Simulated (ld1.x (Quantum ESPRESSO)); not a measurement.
## lutetium: variants of one TM semilocal potential

Base potential:

```
Element                 : lutetium
Generator               : ld1.x (Quantum ESPRESSO) 7.5
Type                    : norm-conserving Troullier–Martins (semilocal form)
Functional              : PBEsol
Relativity              : scalar-relativistic
Frozen core             : [Kr] 4d10 4f14
Valence charge          : 11
Reference configuration : 5s2 5p6 5d1 6s2 6p0
Partial waves           : 5s (bound): rc 1.20 bohr; 5p (bound): rc 1.85 bohr; 5d (bound): rc 3.20 bohr; 5f channel at -0.05 Ry: rc 2.80 bohr
Local potential         : the f channel
Core correction         : a·sin(br)/r model core inside 1.10 bohr
```

Occupied shells without a wave of their own: 6s. They enter only through the test configuration that unscreens the potential, and ld1.x also counts them in the model core charge.

Cutoffs, loose and tight: the cutoffs (Ry, on a coarse ladder) from which the occupation-weighted sum of valence levels, in a spherical-Bessel basis at the reference potential, stays within 10 and 1 mRy of its value at 400 Ry. They do not see the model core or the augmentation charge, which bear on the density cutoff. Test errors are all-electron minus pseudo excitation energies from the reference, over the configurations 5s2 5p6 5d1 6s1 6p0; 5s2 5p6 5d1 6s0 6p0; 5s2 5p6 5d0 6s0 6p0; 5s1 5p6 5d1 6s2 6p0; 5s2 5p6 5d0 6s2 6p0; 5s2 5p6 5d1 6s1 6p1; 5s2 5p6 5d2 6s1 6p0. A dash means not determined; rows that change the core or the reference have their own tests.

With those shells counted twice in exchange and correlation these files are broken, and their errors move erratically; no question is asked of them.

A semilocal file is local in each channel, so a ghost entry of none says nothing of the separable form that plane-wave codes build from it.

| change | outcome | cutoff, loose | cutoff, tight | bound ghosts | largest test error (meV) |
| --- | --- | --- | --- | --- | --- |
| base | generated | 90 Ry | 160 Ry | none | -1482 |
| wave 5d (bound): rc 3.20 bohr becomes 5d (bound): rc 2.00 bohr | generated | 90 Ry | 160 Ry | none | -1515 |
| wave 5d (bound): rc 3.20 bohr becomes 5d (bound): rc 2.58 bohr | generated | 90 Ry | 160 Ry | none | -1513 |
| wave 5d (bound): rc 3.20 bohr becomes 5d (bound): rc 2.82 bohr | generated | 90 Ry | 160 Ry | none | -1506 |
| wave 5d (bound): rc 3.20 bohr becomes 5d (bound): rc 3.22 bohr | generated | 90 Ry | 160 Ry | none | -1482 |
| wave 5d (bound): rc 3.20 bohr becomes 5d (bound): rc 3.62 bohr | generated | 90 Ry | 160 Ry | none | -1424 |
| wave 5d (bound): rc 3.20 bohr becomes 5d (bound): rc 3.94 bohr | generated | 90 Ry | 160 Ry | none | -1366 |
| wave 5d (bound): rc 3.20 bohr becomes 5d (bound): rc 4.46 bohr | generated | 90 Ry | 160 Ry | none | -1219 |
| wave 5d (bound): rc 3.20 bohr becomes 5d (bound): rc 4.72 bohr | generated | 90 Ry | 160 Ry | none | -1098 |

Reading the sweep of the d radius (base included, trends over the rows without a ghost): The loose cutoff stays near 90 Ry. The median size of the test errors (rows with all tests solved) stays near 209.7 meV.
